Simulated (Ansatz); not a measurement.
`F[CH]([GaH2])B[SiH3]`, relaxed with RKS PBE0-D4/def2-TZVP in Ansatz from a PBE-D4/def2-SVP geometry. The force threshold is 0.005 eV/Å; the program also tests the step.

Charge 0, multiplicity 1.

Start:

```xyz
12

F    -1.446   -1.279    1.128
C    -1.036    0.004    1.319
Ga    1.271   -0.243    0.631
B    -0.635    0.908    0.218
Si   -0.313    0.061   -1.580
H    -1.131    0.271    2.391
H     1.393   -1.721    1.142
H     2.440    0.776    0.371
H    -0.371    2.068    0.467
H    -1.285   -0.971   -2.076
H     0.962   -0.830   -1.321
H     0.152    0.956   -2.691
```

Question: By how much does the energy fall, and how many steps does the optimiser take? (Estimate.)

Answer: Ansatz gave: 0.04 eV, in 7 steps.

Question: Which bonds change most? (Estimate.)

Answer: The calculation gave: C2–Ga3 from 2.420 to 2.356 Å; Si5–H11 from 1.577 to 1.554 Å; B4–H9 from 1.215 to 1.195 Å; Si5–H10 from 1.502 to 1.483 Å.

Question: Give the relaxed structure. (Best estimate.)

Answer: Ansatz gave: 
```xyz
12

F    -1.428   -1.264    1.142
C    -0.998    0.012    1.306
Ga    1.250   -0.263    0.656
B    -0.654    0.902    0.198
Si   -0.316    0.059   -1.587
H    -1.075    0.283    2.360
H     1.388   -1.734    1.141
H     2.390    0.772    0.411
H    -0.370    2.036    0.447
H    -1.273   -0.959   -2.082
H     0.950   -0.800   -1.313
H     0.136    0.955   -2.679
```
